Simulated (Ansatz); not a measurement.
C₃H₉ClSi, charge +1, doublet, at a GFN2-xTB geometry (a state made from the parent by changing its charge; the spin is typed, not shown lowest); Ansatz (an electronic-structure program) with MP2/6-31G*.

The Ansatz input:
Ansatz 0.2 input:
```yaml
crystal:
  periodic: [false, false, false]
  atoms:
    - {symbol: C, position_ang: [-1.06388584, 1.45690823, -1.06697605]}
    - {symbol: Si, position_ang: [-0.13299615, 0.04835905, -0.22346662]}
    - {symbol: C, position_ang: [1.25951677, -0.76400865, -1.35353272]}
    - {symbol: C, position_ang: [-1.17598286, -1.61597947, -0.08841501]}
    - {symbol: Cl, position_ang: [0.65375513, 0.46638785, 1.57263565]}
    - {symbol: H, position_ang: [-1.46681516, 1.16911933, -2.03646840]}
    - {symbol: H, position_ang: [-1.90020482, 1.80571732, -0.46111094]}
    - {symbol: H, position_ang: [-0.42194131, 2.32283395, -1.22899336]}
    - {symbol: H, position_ang: [1.74584862, -1.58379685, -0.83628964]}
    - {symbol: H, position_ang: [0.82833941, -1.11182989, -2.28480650]}
    - {symbol: H, position_ang: [1.97324999, 0.03065881, -1.54527291]}
    - {symbol: H, position_ang: [-1.50789154, -1.92907517, -1.07125381]}
    - {symbol: H, position_ang: [-2.03001358, -1.36973709, 0.53421811]}
    - {symbol: H, position_ang: [-0.59035104, -2.40103118, 0.37724679]}
basis:
  gaussian:
    orbitals: 6-31G*
total_charge: 1
magnetization: {spin_polarized: true, initial_magnetization: 1}
correlation: {method: mp2, electrons: outside_noble_gas}
accuracy: high
```

What the program printed (banner, timings and long lists left out):

```
Functional definition: HF
2396 factors; integrals over basis functions are off by at most 4.2e-9 eV
mean field evaluation 1: about -23588.3435 eV, gradient 2.4e1 eV
mean field evaluation 2: about -23588.4077 eV, gradient 2.4e1 eV
mean field evaluation 4: about -23591.6070 eV, gradient 2.3e0 eV
mean field evaluation 8: about -23591.6835 eV, gradient 1.5e-1 eV
mean field evaluation 16: about -23591.6842 eV, gradient 2.5e-8 eV
mean field evaluation 32: about -23591.6840 eV, gradient 6.8e-2 eV
mean field -23591.68421111 eV, -866.9784037403 hartree, gradient 2.5e-8 eV, S^2 0.783613; 5 other end points of the search recorded, 0 dependent functions left out
13 core orbitals not correlated
reference -23591.68421111 eV, -866.9784037403 hartree; 16, 15 occupied and 72, 73 virtual orbitals, 2396 factors
second order -16.06364446 eV of doubles, -0.00000000 eV of singles
Total energy: -23607.74785556 eV, -867.5687317858 hartree
```
